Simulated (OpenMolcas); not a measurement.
# Bi: effect of the basis set

* Program: OpenMolcas
* Method: CASSCF
* Active space: 3 electrons in 3 orbitals (6p)
* State averaging: 2S+1 = 4 odd, 1 root; 2S+1 = 2 odd, 8 roots
* Spin-orbit coupling: RASSI with atomic mean-field integrals over the reference wave functions, term energies averaged over their components

A. ANO-R1 [7s6p4d2f], X2C, finite nucleus; cost of the order of 4 core-seconds
B. ANO-RCC-VDZP [7s6p4d2f1g], DKH2, point nucleus; cost roughly 2.5 core-seconds
C. ANO-R2 [8s7p5d3f1g], X2C, finite nucleus; cost of the order of 7 core-seconds
D. ANO-RCC-VTZP [8s7p5d3f2g], DKH2, point nucleus; cost roughly 4 core-seconds
E. ANO-R3 [9s8p6d3f2g1h], X2C, finite nucleus; cost of the order of 6 core-seconds
F. ANO-RCC-VQZP [9s8p6d4f3g], DKH2, point nucleus; cost of the order of 11 core-seconds

Energies in cm⁻¹ above 6s² 6p³ ⁴S°_3/2, the measured ground level; measured values from NIST Handbook of Basic Atomic Spectroscopic Data.

```json
{"Level": "6s² 6p³ ⁴S°_3/2", "A": "0.0", "B": "0.0", "C": "0.0", "D": "0.0", "E": "0.0", "F": "0.0", "Measured": "0.0"}
{"Level": "6s² 6p³ ²D°_3/2 [70 %]", "A": "12344", "B": "12198", "C": "12230", "D": "12161", "E": "12157", "F": "12204", "Measured": "11419"}
{"Level": "6s² 6p³ ²D°_5/2", "A": "16488", "B": "16383", "C": "16565", "D": "16434", "E": "16378", "F": "16498", "Measured": "15438"}
{"Level": "6s² 6p³ ²P°_1/2", "A": "25089", "B": "24645", "C": "24860", "D": "24634", "E": "24613", "F": "24704", "Measured": "21661"}
{"Level": "6s² 6p³ ²P°_3/2 [70 %]", "A": "32781", "B": "32729", "C": "33138", "D": "32792", "E": "32640", "F": "32941", "Measured": "33165"}
```

Deviations, from unrounded energies. A percentage is the sum of absolute deviations over the sum of measured energies, with the sign that they share, or ± where signs differ.

| Against measurement | Levels | A | B | C | D | E | F |
| --- | --- | --- | --- | --- | --- | --- | --- |
| mean absolute deviation (cm-1) | 4 | 1400 | 1300 | 1300 | 1300 | 1300 | 1300 |
| other terms of the ground configuration (%) | 4 | ±7.1 | ±6.3 | ±6.3 | ±6.2 | ±6.3 | ±6.3 |

B, C, D, E, F lie about equally close to measurement and A furthest from it. The largest miss of D in the table is 6s² 6p³ ²P°_1/2, by +3000 cm-1. The ranking rests on the paired levels alone, and a cruder setting can come out closer through cancelling errors.

Among A to F the level of the table that moves most is 6s² 6p³ ²P°_3/2 [70 %], by 500 cm-1 (lowest in E, highest in C).

Spin-orbit splittings of 6p shells tend to come out small when the coupling is added on scalar orbitals. With the s shell closed, the reference lacks s² → p² mixing. Computed and measured levels are paired by configuration, term and J; levels that our copy of the source lacks, or whose pairing is in doubt (as where it misses far off the trend of its configuration), stay unpaired and out of the deviations. Only configurations of the active space appear.

A share in square brackets marks a mixed level and gives the weight of the term that names it, the lowest over the columns. ° marks odd parity.
